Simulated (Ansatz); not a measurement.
# Abstraction of H: InH(SH)2 + GeH2F → In(SH)2 + GeH3F

Species: InH(SH)2, singlet; GeH2F `[F][GeH2]`, doublet; In(SH)2, doublet; GeH3F (fluorogermane) `[F][GeH3]`, singlet. A radical takes H: the energy is the difference in strength between the In–H bond broken and the Ge–H bond made.

Shapes, held fixed at every level: PBE0-D4/def2-TZVP. Flexible molecules stand in one conformer, not always the lowest. Programs: Ansatz 0.2.0. The zero-point and thermal change to 298 K, harmonic and unscaled (PBE0-D4/def2-TZVP), is +5.6 kJ/mol.

```json
{"level": "MP2/def2-SVP", "kind": "perturbation theory", "ΔH(298 K) (kJ/mol)": "-71.5", "less CCSD(T)/def2-TZVPP": "-3.9"}
{"level": "MP2/def2-TZVPP", "kind": "perturbation theory", "ΔH(298 K) (kJ/mol)": "-66.9", "less CCSD(T)/def2-TZVPP": "+0.7"}
{"level": "r2SCAN-D4/def2-TZVPP", "kind": "meta-GGA", "ΔH(298 K) (kJ/mol)": "-64.9", "less CCSD(T)/def2-TZVPP": "+2.7"}
{"level": "B3LYP-D4/def2-TZVPP", "kind": "global hybrid", "ΔH(298 K) (kJ/mol)": "-71.3", "less CCSD(T)/def2-TZVPP": "-3.7"}
{"level": "r2SCAN0-D4/def2-TZVPP", "kind": "global hybrid", "ΔH(298 K) (kJ/mol)": "-64.2", "less CCSD(T)/def2-TZVPP": "+3.4"}
{"level": "B2PLYP/def2-TZVPP", "kind": "double hybrid", "ΔH(298 K) (kJ/mol)": "-69.7", "less CCSD(T)/def2-TZVPP": "-2.1"}
{"level": "CCSD(T)/def2-TZVPP", "kind": "coupled cluster or CI", "ΔH(298 K) (kJ/mol)": "-67.6", "less CCSD(T)/def2-TZVPP": "0.0"}
```

The highest level, CCSD(T)/def2-TZVPP, gives ΔH(298 K) = -67.6 kJ/mol; the levels span -71.5 to -64.2. The column of differences is taken from that level and isn't an error. No measured value is set beside it here. Open shells run unrestricted. For atoms past krypton def2 sets carry core potentials with scalar relativity. Relativity is left out for Ge. Outer-core shells of Ge, In are correlated in most correlated rows, in sets that cover them unevenly.
